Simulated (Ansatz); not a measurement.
`[NH2][GeH2][SiH2]O` + NH₃ → `N[SiH2][GeH2][NH2]` + H₂O  (ligand exchange at the Si–O bond)

Program: Ansatz. Geometries: PBE0-D4/def2-TZVP. ΔE: electronic, gas phase. CCSD(T)/CBS adds triple-zeta CCSD(T) − MP2 to the extrapolated MP2 energy (def2 sets, frozen cores). This one scheme is used for every species. DFT in def2-TZVPP. B3LYP here is the variant with VWN-RPA as its local correlation; programs differ in this. For Ge outer-core shells are correlated without core-valence functions, which leaves a few kJ/mol of doubt a bond. Scalar relativity is left out up to krypton. Each species was taken in one conformer, which may not be the lowest.

Task: Is it downhill or uphill in electronic energy at CCSD(T)/CBS, and by how much? (Best estimate.)

Result: Computed: Uphill: ΔE = +46.5 kJ/mol.

Task: What do these levels give: PBE, PBE0, B3LYP, CCSD/def2-TZVPP, CCSD(T)/def2-TZVPP, CCSD/CBS(def2)? (Best estimate.)

Result: Computed: PBE 50.0, PBE0 47.5, B3LYP 50.9, CCSD/def2-TZVPP 46.2, CCSD(T)/def2-TZVPP 47.6, CCSD/CBS(def2) 45.1 kJ/mol.

Largest T1 diagnostic among the species: 0.012.

In def2-TZVPP, CCSD(T) changes the Hartree–Fock value by +4.0 kJ/mol (the triples alone add +1.4 kJ/mol) and MP2 by +4.1 kJ/mol.
